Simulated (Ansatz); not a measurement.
A nudged elastic band was laid between two geometries of C$_{2}$H$_{6}$ClGaO (11 atoms, charge 0, multiplicity 1).

Method: RKS r2SCAN/def2-SVP in Ansatz.

| Quantity | Value |
| --- | --- |
| movable images | 5 |
| climbing image | yes |
| spring | 5.0 eV/Å² |
| optimiser | quadratic models (default) |
| start path | IDPP |
| force threshold | 0.05 eV/Å |
| iteration limit | 49 |
| end points | relaxed |

Image 0:

```xyz
11
Properties=species:S:1:pos:R:3
C 0.766 1.382 0.144
C 0.129 0.213 0.872
O -0.993 -0.280 0.159
Ga -0.915 -1.688 -0.917
Cl -2.753 -2.038 -1.952
H 1.171 1.062 -0.831
H 1.590 1.814 0.733
H 0.017 2.168 -0.041
H -0.228 0.537 1.867
H 0.886 -0.579 1.050
H 0.329 -2.591 -1.083
```

Image 6:

```xyz
11
Properties=species:S:1:pos:R:3
C 0.496 1.390 0.068
C 0.120 0.194 0.922
O -1.020 -0.476 0.405
Ga -0.974 -1.687 -0.886
Cl 1.007 -2.212 -1.555
H 0.808 1.064 -0.938
H 1.333 1.947 0.518
H -0.361 2.074 -0.036
H -0.137 0.520 1.946
H 0.983 -0.494 1.004
H -2.256 -2.321 -1.449
```

Q: Which bonds break or form, and what moves?

A: No bond is made or broken. The dihedral C2–O3–Ga4–Cl5 goes from -175 to 4°.

Q: Give the energies along the band, and the barrier.

A: It converged. The highest image is number 3 of 0 to 6, 14.2 kJ/mol above the first end and 22.9 kJ/mol above the last; the last end lies 8.7 kJ/mol below the first. The dihedral C2–O3–Ga4–Cl5 jumps by 97° between images 3 and 4, so the path isn't resolved there. A vibrational analysis at the climbing image gives one clearly imaginary mode, 95i cm⁻¹: a first-order saddle point.

```tsv
image	path coordinate (Å)	energy (kJ/mol)	dihedral C2–O3–Ga4–Cl5 (°)
0	0.00	0.0	-175
1	0.70	3.2	-152
2	1.39	10.2	-128
3	2.09	14.2	-96
4	3.83	0.5	1
5	5.58	-2.1	-2
6	7.32	-8.7	4
```

Q: What is the geometry of the highest image?

A: 
```xyz
11
Properties=species:S:1:pos:R:3:forces:R:3
C 0.463 1.296 -0.007 0.01 0.00 0.01
C 0.183 0.264 1.070 -0.02 0.00 -0.01
O -0.645 -0.782 0.620 -0.01 -0.03 0.01
Ga -0.624 -1.793 -0.833 0.04 0.03 -0.01
Cl -1.922 -1.129 -2.415 -0.01 0.00 0.01
H 1.013 0.843 -0.852 0.00 0.00 0.00
H 1.078 2.123 0.384 0.00 0.00 -0.01
H -0.476 1.714 -0.401 0.00 0.00 0.00
H -0.332 0.744 1.922 0.00 0.01 0.00
H 1.139 -0.138 1.466 0.00 0.00 -0.01
H 0.122 -3.141 -0.953 -0.02 -0.01 0.00
```

Time of the run: 13 min on 2 threads of Arm Neoverse N1 (shared host), peak memory 0.21 GiB.
